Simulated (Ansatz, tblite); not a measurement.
Forces on the cluster W2S4⁻ at its PBE-D4/def2-SVPD geometry. Charge -1, multiplicity 2.

In the def2 sets W takes a core potential; there is no spin–orbit coupling. The xTB rows come from tblite. No other spin state of charge -1 was run. Another isomer (doublet) lies 0.22 eV lower at PBE0-D4/def2-TZVPD; other spin states weren't run for this one.

GFN1-xTB (tblite), largest force 14.71 eV/Å:

```xyz
6
positions Å, forces eV/Å
W     0.014   -1.205    0.161   -0.368  -14.538   -2.217
W     0.089    1.115    0.478    0.569   14.589    1.771
S    -0.102   -1.903   -1.922    0.097   -0.217   -0.114
S    -1.838   -0.099    1.161   -0.084   -0.069    0.532
S     0.029    2.352   -1.340    0.115    0.229   -0.046
S     1.809   -0.261    1.461   -0.329    0.006    0.075
```

GFN2-xTB (tblite), largest force 6.24 eV/Å:

```
W 0.032 -5.994 -1.724
W 0.427 6.228 -0.048
S 0.107 -0.382 -0.005
S -1.543 -0.094 1.027
S 0.132 0.359 0.098
S 0.844 -0.117 0.653
```

PBE-D4/def2-TZVPD (Ansatz), largest force 0.46 eV/Å:

```
W -0.035 0.153 -0.045
W -0.050 -0.134 -0.088
S 0.020 0.063 0.306
S 0.418 0.016 -0.197
S 0.017 -0.149 0.286
S -0.369 0.052 -0.262
```
